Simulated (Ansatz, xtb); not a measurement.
## Relative energy of two isomers of C7H9N

Structure X: `Cc1cccc(N)c1`, a singlet. Structure Y: `Cc1ccccc1N`, a singlet. Both are isolated molecules in the gas phase, relaxed with PBE-D3(BJ)/def2-SVP; the shapes shown needn't be the lowest conformers.

X (Å):

```xyz
17

C    -2.7314   -0.3215   -0.2167
C    -1.2693   -0.0617   -0.4883
C    -0.6543    1.1290   -0.0492
C     0.6962    1.3682   -0.3455
C     1.4511    0.4400   -1.0711
C     0.8563   -0.7649   -1.5173
C    -0.5069   -0.9930   -1.2143
N     1.6057   -1.7249   -2.1860
H    -2.9451   -1.4043   -0.1162
H    -3.0688    0.1839    0.7097
H    -3.3655    0.0607   -1.0459
H    -1.2361    1.8666    0.5244
H     1.1747    2.2988   -0.0024
H     2.5123    0.6367   -1.2914
H     2.4536   -1.3943   -2.6472
H     1.0816   -2.3957   -2.7486
H    -0.9793   -1.9302   -1.5532
```

Y (Å):

```xyz
17

C    -2.4134   -0.2422   -0.6045
C    -0.9374    0.0369   -0.7077
C    -0.3707    1.2172   -0.1984
C     1.0019    1.4903   -0.3053
C     1.8333    0.5547   -0.9401
C     1.2973   -0.6322   -1.4533
C    -0.0853   -0.9097   -1.3481
N    -0.6236   -2.0627   -1.9100
H    -2.8684   -0.4044   -1.6063
H    -2.9499    0.5946   -0.1188
H    -2.6260   -1.1579   -0.0060
H    -1.0353    1.9443    0.2960
H     1.4164    2.4238    0.1023
H     2.9133    0.7458   -1.0357
H     1.9538   -1.3651   -1.9497
H     0.0409   -2.8095   -2.1152
H    -1.4911   -2.4080   -1.4985
```

Quicker runs give these differences E(Y) − E(X): GFN2-xTB +0.032 eV; HF/STO-3G +0.026 eV (at GFN2-xTB geometries); r2SCAN-D4/def2-SVP −0.018 eV (at GFN2-xTB geometries).

**Question.** Which of the two would you expect CCSD(T)/def2-SVP + ΔMP2/def2-TZVPP electronic energies to favour?

**Answer.** Too close to call at this level: CCSD(T)/def2-SVP + ΔMP2/def2-TZVPP gives E(Y) − E(X) = −0.028 eV.

Level by level:

```csv
level,geometry,E(Y) − E(X) (eV),departure from the last row (eV),"job, with rough time for the two"
GFN2-xTB,GFN2-xTB,+0.032,+0.061,"optimisation, 0.14 s"
HF/STO-3G,GFN2-xTB,+0.026,+0.055,"single point, 0.44 s"
r2SCAN-D4/def2-SVP,GFN2-xTB,−0.018,+0.010,"single point, 4.6 s"
PBE-D3(BJ)/def2-SVP,PBE-D3(BJ)/def2-SVP,−0.025,+0.003,"optimisation, 20 s"
HF/def2-SVP,PBE-D3(BJ)/def2-SVP,+0.040,+0.068,part of the CCSD(T) run
MP2/def2-SVP,PBE-D3(BJ)/def2-SVP,−0.031,−0.002,part of the CCSD(T) run
CCSD(T)/def2-SVP,PBE-D3(BJ)/def2-SVP,−0.013,+0.015,single point
CCSD(T)/def2-SVP + ΔMP2/def2-TZVPP,PBE-D3(BJ)/def2-SVP,−0.028,,"single point, 2 min"
```

As drawn, both hold the same kinds of bond in the same numbers.

The largest departure from CCSD(T)/def2-SVP + ΔMP2/def2-TZVPP is that of HF/def2-SVP, 0.068 eV. The last row adds to CCSD(T) the change of the MP2 difference between the two basis sets, here −0.015 eV.

With thermal terms from frequencies at re-optimised GFN2-xTB minima (ideal gas, soft modes damped towards free rotors, one conformer each, 298.15 K, 1 atm): the zero-point term adds +0.013 eV; ΔH is −0.025 and ΔG +0.010 eV.

The correlated steps freeze 8 core orbitals. Programs: Ansatz 0.2.0, xtb 6.7.1; the last row on 4 threads of Arm Neoverse V1 on a shared host.
